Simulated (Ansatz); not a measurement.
Cartesian coordinates in Å:
```
F -0.4468 1.2722 -1.3321
Sb 0.0000 0.0000 0.0000
F -0.2219 1.3239 1.3381
F -1.8286 -0.4713 0.1629
F 0.2220 -1.3238 -1.3381
F 1.8286 0.4711 -0.1631
F 0.4466 -1.2721 1.3322
```

The species carries charge -1 and has multiplicity 1. Sb: def2 effective core potential.

Q: List the r2SCAN/def2-TZVPPD orbital energies in eV (Ansatz). (An estimate is asked.)

A: Ansatz gave: Occupied: -661.26, -661.26, -661.26, -661.26, -661.26, -661.26, -151.79, -103.54, -103.54, -103.54, -32.35, -32.35, -31.75, -31.75, -31.75, -26.76, -25.92, -25.92, -25.92, -24.89, -24.89, -11.18, -8.01, -8.01, -8.01, -6.19, -6.19, -6.19, -5.80, -5.80, -5.55, -5.55, -5.55, -5.40, -5.40, -5.40, -4.83, -4.83, -4.83. Lowest empty: 2.08, 4.65, 5.02, 5.02, 5.02, 5.94, 5.94, 6.95.
